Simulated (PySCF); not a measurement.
dibromo(difluoro)methane (CBr2F2), SMILES FC(F)(Br)Br. Atoms are numbered in the order given.

```xyz
5

F      0.0000     1.0711    -1.4352
C      0.0000     0.0000    -0.6639
F      0.0000    -1.0711    -1.4352
Br    -1.5993     0.0000     0.4259
Br     1.5993     0.0000     0.4259
```

Geometry: PBE0-D3(BJ)/def2-SVP.

Two levels are set side by side: PBE/pcSseg-1 (PySCF) and KT2/pcSseg-1 (PySCF). GIAO shifts against CFCl3 (¹⁹F), TMS (¹³C) at the same level; non-relativistic, no solvent, atoms listed together averaged. Without spin–orbit terms, shifts of atoms bonded to Cl or Br come out too high at both levels. Differences are taken from unrounded values.

```
quantity                  KT2
----------------------  -----
δ(¹⁹F) of F1, F3 (ppm)   -4.8
δ(¹³C) of C2 (ppm)      151.5
```

Q: What does PBE give, and how far is it from KT2? (Estimate from the structure and the level; the computed values follow.)

A: 
| quantity | PBE | PBE minus KT2 |
|---|---|---|
| δ(¹⁹F) of F1, F3 (ppm) | -3.2 | 1.6 |
| δ(¹³C) of C2 (ppm) | 158.1 | 6.6 |

Rough cost on one machine, each run with all the roots and properties that it gave: KT2 against PBE within a factor of 2.
